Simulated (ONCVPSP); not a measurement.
## What one change does to a pseudopotential (cobalt (Co), ONCV)

```
Element                 : cobalt (Co)
Generator               : ONCVPSP 4.0.1
Type                    : optimised norm-conserving Vanderbilt (ONCV)
Functional              : PBE
Relativity              : scalar-relativistic
Frozen core             : [Ne]
Valence charge          : 17
Reference configuration : 3s2 3p6 3d7 (charge +2)
Partial waves           : 3s: rc 1.30 bohr, ncon 5, nbas 8, qcut 9.4 1/bohr, 2 projectors, debl 2.6 Ha; 3p: rc 0.75 bohr, ncon 4, nbas 7, qcut 11.3 1/bohr, 2 projectors, debl 2.9 Ha; 3d: rc 1.60 bohr, ncon 4, nbas 9, qcut 9.5 1/bohr, 3 projectors, debl 3.2 Ha
Local potential         : polynomial inside 0.60 bohr (lpopt 2, dvloc0 4 Ha)
Core correction         : Teter function, fcfact 2.75, rcfact 1
```

In the s channel the program set the typed energies aside and used -4.464, 0.250 Ha. In the p channel the program set the typed energies aside and used -3.114, 0.250 Ha.

Change: s: ncon 3, nbas 6.

Cutoffs: the cutoffs (Ha) at which the residual kinetic energy of the hardest occupied pseudo-wave falls to 1 and 0.1 mHa per electron; they do not see the model core or the augmentation charge, which bear on the density cutoff. Errors are all-electron minus pseudo energies relative to the spin-unpolarised reference configuration.

**Question.** Predict the effect on cutoff, ghosts and configuration errors.

**Answer.** The potential gets neither clearly harder nor softer (70 Ha and 225 Ha → 70 Ha and 225 Ha); the p channel sets the loose cutoff, while the largest relative change is in s, which becomes softer; the errors of the 4 common tests hardly move; neither file shows a bound ghost.

| quantity | base | changed |
| --- | --- | --- |
| cutoff, loose | 70 Ha | 70 Ha |
| cutoff, tight | 225 Ha | 225 Ha |
| loose cutoff by channel | s 36 Ha, p 70 Ha, d 37 Ha | s 28 Ha, p 70 Ha, d 37 Ha |
| bound ghosts | none | none |
| GHOST(+) flags under 300 eV | none | none |
| error for 3s2 3p6 3d7 4s2, meV [ΔE -25.82 eV] | +11 | +11 |
| error for 3s2 3p6 3d7 4s1, meV [ΔE -16.79 eV] | +4.1 | +4.1 |
| error for 3s2 3p6 3d6, meV [ΔE 35.87 eV] | +101 | +102 |
| error for 3s2 3p6 3d7 4s1 4p1, meV [ΔE -21.47 eV] | +6.9 | +6.9 |
| s: phases at 1.32 bohr within 0.05 rad from the reference energy up to (Ha; the scan ends near 5) | to the end of the scan | to the end of the scan |
| p: phases at 0.76 bohr within 0.05 rad from the reference energy up to (Ha; the scan ends near 5) | to the end of the scan | to the end of the scan |
| d: phases at 1.63 bohr within 0.05 rad from the reference energy up to (Ha; the scan ends near 5) | to the end of the scan | to the end of the scan |
| rms error of d²Exc/dni dnj with the model core, mHa | 1.27 | 1.63 |
